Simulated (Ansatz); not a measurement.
Correlation energies of `F[Si]1(Cl)BN1` by basis set

Z-matrix (Å, degrees):
```
Si
Cl 1 2.036
B 1 1.896 2 128.7
F 1 1.589 2 104.6 3 -177.8
N 1 1.717 2 116.7 3 52.8
H 3 1.186 1 164.3 2 -89.1
H 5 1.011 1 151.5 2 59.9
```

The species carries charge 0 and has multiplicity 1. All single points use the PBE0-D4/def2-TZVP geometry. Frozen core, restricted reference, the Gaussian-basis code of Ansatz. CBS rows extrapolate triple and quadruple zeta; past MP2 they add the triple-zeta difference.

```json
{"basis": "def2-SVP", "HF (Eh)": "?", "MP2 corr.": "?", "CCSD corr.": "-0.68314", "(T)": "-0.01836", "CCSD(T) total": "?"}
{"basis": "def2-TZVPP", "HF (Eh)": "-928.39647", "MP2 corr.": "-0.84648", "CCSD corr.": "-0.87780", "(T)": "-0.03580", "CCSD(T) total": "-929.31007"}
{"basis": "def2-QZVPP", "HF (Eh)": "?", "MP2 corr.": "-0.92076", "CCSD corr.": "–", "(T)": "–", "CCSD(T) total": "–"}
{"basis": "CBS(def2)", "HF (Eh)": "-928.43119", "MP2 corr.": "-0.97579", "CCSD corr.": "?", "(T)": "as TZ", "CCSD(T) total": "?"}
```

(1) Fill in the withheld values. (An estimate is asked.)

## Answers

(1) Computed: def2-SVP HF (Eh): -927.90260; def2-SVP MP2 corr.: -0.64947; def2-SVP CCSD(T) total: -928.60410; def2-QZVPP HF (Eh): -928.42698; CBS(def2) CCSD corr.: -1.00711; CBS(def2) CCSD(T) total: -929.47410.
